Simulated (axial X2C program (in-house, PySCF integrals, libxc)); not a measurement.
## RbSi⁺: from the spin-free to the two-component result

All values were computed with an axial X2C code built on PySCF integrals. Spin-free means the one-electron spin-free X2C Hamiltonian; two-component (2c) means X2C with spin–orbit coupling and atomic mean-field two-electron Coulomb and Gaunt terms, so the difference of the two also holds small scalar two-electron terms. Basis: Rb dyall-cv3z [12s13p8d4f1g], Si dyall-v3z [8s7p2d1f] (cores contracted in-house); Gaussian nuclei, density fitting, unrestricted open shells. Masses: Rb 84.912 u, Si 27.977 u.

Spin-free state: M_S = 1, Λ = 1 (beyond evenly filled blocks: σα, π+α); fragments Rb+ + Si.

| level | Re (Å) | ωe (cm⁻¹) | De (eV) | μ (D) |
| --- | --- | --- | --- | --- |
| PBE0 | 3.768 | 82.5 | 0.237 | -2.31 |
| HF | 3.965 | 72.3 | 0.129 | -2.91 |
| MP2 | 3.789 | 82.9 | 0.263 | n/a |
| CCSD | 3.816 | 81.1 | 0.264 | n/a |
| CCSD(T) | 3.801 | 82.0 | 0.266 | n/a |
| BP86 | 3.803 | 78.6 | 0.221 | -2.23 |

Correlated methods: 12 electrons correlated (number of frozen shells: Rb 3 s, 2 p, 1 d; Si 2 s, 1 p), 234 virtual spin orbitals or spinors in MP2, 90 natural virtuals in coupled cluster.

Dipoles are positive if Si is the positive end and refer to the centre of mass.

Two-component determinant lowest at the distance of the search:

Ω = 2 (⟨Sz⟩ = 1.00, ⟨Lz⟩ = 1.00 at HF); fragments Rb+ + Si.

```
  level  Re (Å)  ωe (cm⁻¹)  De (eV)  μ (D)
   PBE0   3.769       82.5    0.227  -2.31
     HF   3.966       72.2    0.117  -2.91
    MP2   3.790       82.9    0.264    n/a
   CCSD   3.817       81.1    0.257    n/a
CCSD(T)   3.802       82.0    0.259    n/a
   BP86   3.804       78.6    0.211  -2.23
```

Task: From the two tables, how do the constants change at the CCSD(T) level (2c against spin-free)?

Result: At the CCSD(T) level Re rises by 0.001 Å and ωe is unchanged to within 0.2 cm⁻¹; De is not compared, since the atomic limits differ or miss part of their spin–orbit lowering.

Occupations by symmetry block were frozen at the best pattern of an incomplete PBE0 search. De is counted from the lowest determinant-based energies of the atoms at the same level, without counterpoise correction. Density functionals use the spin component along the axis (collinear). CCSD and (T) use frozen natural virtuals with an MP2 correction for the truncation; (T) itself is uncorrected, so its De runs slightly low. In 2c an atomic determinant is not the ground J level, so De misses part of the atomic spin–orbit lowering. This holds for PBE0, MP2, CCSD, CCSD(T), BP86. PBE0 can misorder states that lie within some tenths of an eV, so this need not be the ground state of the molecule. The nearest other spin-free determinant of the search, M_S = 0, Λ = 1, lies 0.27 eV up at the distance of the search. Without a current term, density functionals place determinants with orbital angular momentum somewhat too high. The atomic limit has a lower orbital projection than the molecule and lies lower at mean-field level, so De may be about a tenth of an eV too small. With several unpaired electrons one determinant need not be a pure state. Open-shell Ω = 0 determinants with evenly filled partner blocks cannot be reached by this program, so the Ω shown need not be the lowest component. At some level and bond length an empty orbital lies below a filled one.
